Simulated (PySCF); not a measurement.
Excitations are Tamm–Dancoff values on a coarser integration grid. The basis has no diffuse functions, so Rydberg states are missing or too high.

Cartesian coordinates (Å):
```xyz
53

C     -1.8190     3.5588    -1.5917
C     -1.8360     2.2269    -0.9186
S     -2.6511     0.8946    -1.6596
C     -2.1838    -0.2049    -0.3988
C     -2.5103    -1.6300    -0.4650
C     -1.6247    -2.5718     0.0851
C     -1.9086    -3.9320     0.0193
C     -3.0734    -4.3799    -0.6043
C     -3.9544    -3.4541    -1.1623
C     -3.6777    -2.0918    -1.0923
C     -1.4407     0.4547     0.5452
C     -1.2169     1.8375     0.2550
C     -0.3389     2.6871     1.0717
C      0.8774     2.3155     1.5459
C      1.5489     1.0481     1.2375
C      1.4696     0.4287    -0.0499
C      2.0625    -0.8050    -0.1214
C      2.0815    -1.7348    -1.2512
C      1.0401    -1.7051    -2.1941
C      1.0317    -2.5903    -3.2669
C      2.0544    -3.5276    -3.4166
C      3.0883    -3.5715    -2.4819
C      3.1036    -2.6834    -1.4104
S      2.7636    -1.2128     1.4133
C      2.2581     0.2717     2.1382
C      2.5543     0.5225     3.5808
C      1.4418     3.3807     2.4565
C      0.6011     4.6149     2.1102
C     -0.7271     4.0473     1.5999
H     -2.6060     4.2275    -1.2032
H     -0.8494     4.0549    -1.4357
H     -1.9758     3.4631    -2.6763
H     -0.6897    -2.2301     0.5356
H     -1.2025    -4.6501     0.4428
H     -3.2918    -5.4493    -0.6599
H     -4.8703    -3.7956    -1.6513
H     -4.3811    -1.3697    -1.5154
H     -1.0457    -0.0337     1.4361
H      0.9852     0.9001    -0.9044
H      0.2139    -1.0022    -2.0620
H      0.2073    -2.5582    -3.9831
H      2.0430    -4.2257    -4.2571
H      3.8949    -4.3010    -2.5913
H      3.9267    -2.7118    -0.6912
H      1.6348     0.7568     4.1394
H      3.2478     1.3679     3.7139
H      3.0131    -0.3580     4.0518
H      2.5225     3.5358     2.3091
H      1.3088     3.0925     3.5155
H      1.0939     5.1670     1.2935
H      0.4833     5.3121     2.9527
H     -1.2126     4.6908     0.8506
H     -1.4646     3.9228     2.4159
```
Charge 0, multiplicity 1.

Problem. Estimate the S1 oscillator strength, S1 excitation (TDA), LUMO, T1 excitation (TDA) and HOMO–LUMO gap that CAM-B3LYP-D3(BJ)/def2-SVP // PBE0-D3(BJ)/def2-SVP (PySCF) returns for this input.

Solution. 
```yaml
S1 oscillator strength: 0.194
S1 excitation (TDA): 4.56 eV
LUMO: -0.03 eV
T1 excitation (TDA): 2.91 eV
HOMO–LUMO gap: 6.65 eV
```
